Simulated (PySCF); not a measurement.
Spectra and structures to be paired. The calculation used PySCF, TDDFT CAM-B3LYP/def2-SVPD, vertical, gas phase, core orbitals frozen in the response. Geometries: PBE0-D3(BJ)/def2-SVP; one conformer of each isolated species. Triplets are in the Tamm–Dancoff approximation. Relativistic effects are left out although some hold elements past zinc.

A. `C/N=C/[Si@H]1CC[SiH2]O1`
B. `C/N=[CH]/[GeH2][C](F)(F)F`
C. `C[C@H](F)CF`
D. `C(C(=O)Cl)(F)(F)F`
E. `CN(C)[SiH2]C=O`

Lowest singlet levels (six at most, fewer where fewer were computed) with oscillator strengths:

1. 283 nm (f 0.003); 185 nm (f 0.196); 181 nm (f 0.047); 175 nm (f 0.003); 173 nm (f 0.013); 168 nm (f 0.001); T1 3.57 eV
2. 253 nm (f 0.000); 195 nm (f 0.000); 180 nm (f 0.040); 150 nm (f 0.015); 149 nm (f 0.002); 138 nm (f 0.360); T1 4.34 eV
3. 136 nm (f 0.010); 131 nm (f 0.000); 130 nm (f 0.005); 129 nm (f 0.030); 126 nm (f 0.071); 123 nm (f 0.006); T1 8.84 eV
4. 279 nm (f 0.003); 178 nm (f 0.136); 171 nm (f 0.008); 168 nm (f 0.199); 163 nm (f 0.089); 161 nm (f 0.125); T1 3.62 eV
5. 395 nm (f 0.000); 259 nm (f 0.004); 205 nm (f 0.016); 195 nm (f 0.016); 184 nm (f 0.006); 179 nm (f 0.040)

Question: Which spectrum belongs to which structure?

Answer: 1 = A, 2 = D, 3 = C, 4 = B, 5 = E.
- A: S1 at 4.39 eV, HOMO→LUMO (95%); Löwdin shares by element: HOMO nitrogen 50%, carbon 26% or more, hydrogen 7% or more (atoms not listed hold the other 17%); LUMO nitrogen 32%, carbon 31% or more, silicon 11% or more, hydrogen 7% or more (atoms not listed hold the other 19%); HOMO -8.55 and LUMO 0.23 eV.
- B: S1 at 4.44 eV, HOMO→LUMO (96%); Löwdin shares by element: HOMO nitrogen 52%, carbon 26% or more, hydrogen 7% or more (atoms not listed hold the other 15%); LUMO nitrogen 33%, carbon 30% or more, germanium 13%, hydrogen 6% or more (atoms not listed hold the other 18%); HOMO -8.90 and LUMO -0.06 eV.
- C: S1 at 9.09 eV, HOMO→LUMO (86%); Löwdin shares by element: HOMO carbon 39% or more, fluorine 39% (atoms not listed hold the other 21%); LUMO carbon 39% or more, hydrogen 24% or more (atoms not listed hold the other 37%); HOMO -10.88 and LUMO 1.23 eV.
- D: S1 at 4.91 eV, HOMO→LUMO (97%); S1 has the pattern of n→π* at C=O; HOMO -11.14 and LUMO -1.27 eV.
- E: S1 at 3.14 eV, HOMO-1→LUMO (57%), HOMO→LUMO (40%); Löwdin shares by element: HOMO nitrogen 41%, oxygen 12%, silicon 9%, carbon 8% or more (atoms not listed hold the other 31%); LUMO carbon 37% or more, oxygen 33%, silicon 12%, hydrogen 6% or more; HOMO -7.96 and LUMO -0.43 eV.
A and B have S1 within 0.06 eV of each other; their strongest listed levels stand at 6.72 eV (f 0.196) and 7.37 eV (f 0.199).
